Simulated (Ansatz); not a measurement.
A run for Ansatz (a first-principles code): U-CCSD(T)/cc-pV(T+d)Z on FH3Si (SMILES F[SiH3]), a point of a bond scan (R = 2.168 Å). Files ending in .json are basis or fitting sets from the Basis Set Exchange.

Ansatz 0.2 input:
```yaml
crystal:
  periodic: [false, false, false]
  atoms:
    - {symbol: F, position_ang: [1.64568450, -0.02582320, -0.25691270]}
    - {symbol: Si, position_ang: [-0.49646928, 0.00779033, 0.07750530]}
    - {symbol: H, position_ang: [-0.94494949, 1.41511357, 0.06667951]}
    - {symbol: H, position_ang: [-0.77052837, -0.61593767, 1.38810265]}
    - {symbol: H, position_ang: [-1.14675391, -0.75426329, -1.00795064]}
basis:
  gaussian:
    orbitals: cc-pV_T+d_Z.json
correlation: {method: ccsd_t, electrons: outside_noble_gas}
scf: {omitted_lower_state_checks: [cluster_reference]}
magnetization: {spin_polarized: true, initial_magnetization: 0}
```

Output:

```
WARN ansatz: RAYON_NUM_THREADS=2 ignored (pool sized by the plan → 2); use --threads N
Functional definition: HF
these checks for a lower state are left out or cut short: cluster_reference
integrals: 0.24 GiB planned
649 factors; integrals over basis functions are off by at most 8.6e-4 eV
mean field: 0.24 GiB planned
mean field evaluation 1: about -10613.4408 eV, gradient 2.4e1 eV
mean field evaluation 2: about -10613.4415 eV, gradient 2.4e1 eV
mean field evaluation 4: about -10616.0467 eV, gradient 1.6e0 eV
mean field evaluation 8: about -10616.0757 eV, gradient 1.2e-1 eV
mean field -10616.07598669 eV, -390.1335966761 hartree, gradient 9.5e-6 eV, S^2 0.000000; 0 other end points of the search recorded, 0 dependent functions left out
6 core orbitals not correlated
reference -10616.07598669 eV, -390.1335966761 hartree; 7, 7 occupied and 98, 98 virtual orbitals, 649 factors
second order -10.80233201 eV of doubles, -0.00000000 eV of singles
coupled cluster: 0.61 GiB planned
cycle   1  -10.87771347 eV  change   -7.5e-2 eV  update   1.0e-1
cycle   2  -11.19732927 eV  change   -3.2e-1 eV  update   3.8e-2
cycle   3  -11.32090251 eV  change   -1.2e-1 eV  update   2.0e-2
cycle   4  -11.31352491 eV  change    7.4e-3 eV  update   5.4e-3
cycle   5  -11.31059727 eV  change    2.9e-3 eV  update   2.5e-3
cycle   6  -11.31151407 eV  change   -9.2e-4 eV  update   9.4e-4
cycle   7  -11.31141528 eV  change    9.9e-5 eV  update   3.2e-4
cycle   8  -11.31136728 eV  change    4.8e-5 eV  update   1.2e-4
cycle   9  -11.31143328 eV  change   -6.6e-5 eV  update   5.0e-5
cycle  10  -11.31145173 eV  change   -1.8e-5 eV  update   1.4e-5
cycle  11  -11.31143947 eV  change    1.2e-5 eV  update   6.5e-6
perturbative correction -0.35578533 eV, -0.0130748697 hartree
Total energy: -10627.74321149 eV, -390.5623592791 hartree
Checks for a lower state left out: cluster_reference
```

Self-consistency was reached.

Cost: roughly 10 core-seconds.
